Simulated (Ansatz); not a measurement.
Geometry optimisation, Ansatz, RKS CAM-B3LYP-D4/def2-SVP.

Input file:

```yaml
crystal:
  periodic: [false, false, false]
  atoms:
    - { symbol: Ga, position_ang: [0.0, 0.0, 0.0] }
    - { symbol: O, position_ang: [0.0, 0.0, 1.79] }
    - { symbol: H, position_ang: [-0.9095, -0.2814, 2.1271] }
    - { symbol: H, position_ang: [1.3596, 0.0, -0.785] }
    - { symbol: H, position_ang: [-1.3596, 0.0, -0.785] }
basis:
  gaussian: { orbitals: def2-SVP }
hamiltonian:
  xc: cam_b3lyp
  dispersion: d4
relax:
  f_tol: 0.02
  max_steps: 40
```

Command:

```bash
$ ansatz run input.yaml --threads 1 --pin off --max-ram 2048MiB --backend cpu --events-out ev --progress --plain --runs-dir out
```

**Question.** Where does it end, and by what steps?

**Answer.** The run converged. After 5 steps the energy has fallen by 0.113 eV; O2 moved furthest, 0.14 Å.

```csv
step,energy less start (eV),largest force component (eV/Å),accepted
0,0.0000,1.831,yes
1,0.0405,3.003,no
2,-0.1011,0.368,yes
3,-0.1086,0.238,yes
4,-0.1128,0.043,yes
5,-0.1130,0.013,yes
```

```xyz
5
Properties=species:S:1:pos:R:3
Ga -0.024 -0.022 -0.058
O -0.005 -0.123 1.717
H -0.864 -0.169 2.153
H 1.394 0.049 -0.686
H -1.411 -0.015 -0.778
```

Whether the end is a true minimum wasn't checked by a vibrational analysis.

The run took 12 s on 1 thread of Arm Neoverse V1, on a shared host, peak memory 0.12 GiB.
